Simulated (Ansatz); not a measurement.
Isolated molecules relaxed with PBE0-D4/def2-TZVP in Ansatz; ΔE leaves out vibrations. CCSD(T)/CBS is the MP2 limit (def2-TZVPP, def2-QZVPP) plus CCSD(T) − MP2 in def2-TZVPP, frozen cores. This one scheme is used for every species. Functionals use def2-TZVPP. Elements past krypton have def2 core potentials. For Sn outer-core shells are correlated without core-valence functions, which leaves a few kJ/mol of doubt a bond.

Reaction (cleavage of the Sn–Al bond): `[CH3][SnH2][AlH2]` + H–F → `[CH3][SnH2][F]` + `[AlH3]`

`[CH3][SnH2][AlH2]`:

Cartesian coordinates in Å:
```
C 0.694 -1.617 -0.454
Sn -0.244 0.297 -0.745
Al -0.595 1.703 1.488
H 0.812 -2.119 -1.415
H 1.675 -1.487 0.002
H 0.081 -2.238 0.199
H 0.719 1.172 -1.868
H -1.739 0.020 -1.545
H -0.038 1.175 2.881
H -1.364 3.094 1.458
```

H–F:

Cartesian coordinates in Å:
```
F 0.061 0.434 -0.140
H -0.061 -0.434 0.140
```

`[CH3][SnH2][F]`:

Z-matrix (Å, degrees):
```
C
Sn 1 2.124
H 1 1.090 2 109.3
H 1 1.090 2 109.4 3 -119.7
H 1 1.091 2 110.4 3 120.1
F 2 1.932 1 104.3 3 58.4
H 2 1.706 1 114.7 3 171.9
H 2 1.706 1 114.7 3 -55.0
```

`[AlH3]`:

Cartesian coordinates in Å:
```
Al 0.000 0.000 0.000
H -0.774 -1.342 0.341
H 1.583 0.042 0.074
H -0.810 1.299 -0.414
```

```json
{"level": "r2SCAN", "ΔE (kJ/mol)": "-25.8"}
{"level": "CCSD(T)/def2-SVP", "ΔE (kJ/mol)": "-25.8"}
{"level": "MP2/def2-TZVPP", "ΔE (kJ/mol)": "-13.6"}
{"level": "CCSD(T)/def2-TZVPP", "ΔE (kJ/mol)": "-15.2"}
```

**Question.** What does CCSD(T)/CBS give? (Best estimate.)

**Answer.** Computed: -16.9 kJ/mol. The listed levels differ from it by -8.9, -8.9, 3.3, 1.7 kJ/mol.

Largest T1 diagnostic among the species: 0.013.

The D4 term adds +4.7 kJ/mol with B3LYP and +2.8 kJ/mol with PBE0; it sums over pairs of atoms, weighted by their polarisabilities, and B3LYP, whose exchange is more repulsive, gets the larger term. Leaving LDA and LC-ωPBE aside and taking each functional with its dispersion term where it has one, the values, not all of them listed here, spread over 40.4 kJ/mol, from B97M-V to HSE06-D4. LDA lies +12.8 kJ/mol from PBE without D4.

B3LYP here is the variant with VWN-RPA as its local correlation; programs differ in this.
